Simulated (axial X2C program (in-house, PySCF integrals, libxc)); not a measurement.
**Low determinants of BaB at the PBE0 level, spin-free**

Calculated with an in-house relativistic program for diatomic molecules. Spin-free means the one-electron spin-free X2C Hamiltonian. Basis: Ba dyall-cv3z [14s14p9d5f1g], B dyall-v3z [7s6p2d1f] (cores contracted in-house); Gaussian nuclei, density fitting, unrestricted open shells. Masses: Ba 137.905 u, B 11.009 u.

Search at 2.505 Å (vertical energies from the lowest determinant):

| ΔE (eV) | state | electrons beyond evenly filled partner blocks | electrons in σ, π, δ, φ |
| --- | --- | --- | --- |
| 0.00 | M_S = 3/2, Λ = 0 | σα, π+α, π-α | 27 26 8 0 |
| 0.28 | M_S = 1/2, Λ = 0 | σβ, π+α, π-α | 27 26 8 0 |
| 0.64 | M_S = 3/2, Λ = 1 | 2 × σα, π+α | 28 25 8 0 |
| 0.70 | M_S = 1/2, Λ = 1 | π+α | 28 25 8 0 |
| 0.81 | M_S = 1/2, Λ = 0 | σα, π+β, π-α | 27 26 8 0 |
| 0.81 | M_S = 1/2, Λ = 2 | σα, π+α, π+β | 27 26 8 0 |
| 0.98 | M_S = 1/2, Λ = 1 | π+α, π+β, π-α | 26 27 8 0 |

Lowest determinant, M_S = 3/2, Λ = 0 (beyond evenly filled blocks: σα, π+α, π-α): Re = 2.506 Å, ωe = 424.2 cm⁻¹.

The determinant in row 2 of the search, M_S = 1/2, Λ = 0 (beyond evenly filled blocks: σβ, π+α, π-α), was followed along the bond at PBE0; measured from the minimum of the lowest determinant it gives:

Te = 0.282 eV (2273 cm⁻¹), Re = 2.498 Å, ωe = 412.3 cm⁻¹.

Problem. Compare the bond of the determinant in row 2 with that of the lowest one.

Solution. At PBE0 its Re is 0.008 Å shorter and its force constant, which goes as ωe², is 0.94 times that of the lowest determinant. This determinant mixes spin states, so it has no term energy of its own.

The search compares states at one distance, so a state with another bond length can lie lower; it is not exhaustive and yields mostly the lowest determinant of each block pattern, so other components and higher states of one pattern are missing. These are energies of single determinants, not of spin-adapted states; PBE0 term energies can be off by some tenths of an eV, and the functional has no current term. The lowest determinant need not be the ground state where others lie within half an eV. Row 2 is spin-contaminated (⟨S²⟩ = 1.77 against 0.75), so its values are not those of a pure state.
